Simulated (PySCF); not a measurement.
Correlation energy of Fe(3+) (iron, charge +3)

[Ar] 3d5, high-spin 6S determinant. Calculation: PySCF 2.14, in def2-TZVPPD (6s6p4d2f1g, 67 functions); the non-relativistic Hamiltonian (point nucleus). Frozen: [Ar]; 5 electrons correlated.

```json
{"level": "CCSD", "correlation energy (mhartree)": "-68.17"}
{"level": "(T)", "correlation energy (mhartree)": "-0.43"}
{"level": "CCSD(T)", "correlation energy (mhartree)": "-68.60"}
```

Diagnostics: T1 = 0.0025, D1 = 0.0035, largest double amplitude 0.014.

Cost of the coupled-cluster step: roughly 2.6 core-seconds, for 5 correlated electrons.

Iterations:

```
CC2 = 0
CCSD nocc = (np.int64(5), np.int64(0)), nmo = (58, 58)
frozen orbitals [[0, 1, 2, 3, 4, 5, 6, 7, 8], [0, 1, 2, 3, 4, 5, 6, 7, 8]]
max_cycle = 100
direct = 0
conv_tol = 1e-08
conv_tol_normt = 1e-06
diis_space = 8
diis_start_cycle = 0
Init t2, MP2 energy = -0.0636298782464686
Init E_corr(UCCSD) = -0.0636298782535421
cycle = 1  E_corr(UCCSD) = -0.0677698289825017  dE = -0.00413995073  norm(t1,t2) = 0.00875659
cycle = 2  E_corr(UCCSD) = -0.0681167005929158  dE = -0.00034687161  norm(t1,t2) = 0.00167893
cycle = 3  E_corr(UCCSD) = -0.0681736532538122  dE = -5.69526609e-05  norm(t1,t2) = 0.000434823
cycle = 4  E_corr(UCCSD) = -0.0681696027024629  dE = 4.05055135e-06  norm(t1,t2) = 1.6824e-05
cycle = 5  E_corr(UCCSD) = -0.0681696740553799  dE = -7.1352917e-08  norm(t1,t2) = 1.79275e-06
cycle = 6  E_corr(UCCSD) = -0.0681696855544784  dE = -1.14990985e-08  norm(t1,t2) = 1.51356e-07
cycle = 7  E_corr(UCCSD) = -0.068169685215314  dE = 3.39164405e-10  norm(t1,t2) = 1.26895e-08
UCCSD converged
E(UCCSD) = -1260.659417315531  E_corr = -0.068169685215314
UCCSD(T) correction = -0.000433280593142744
```
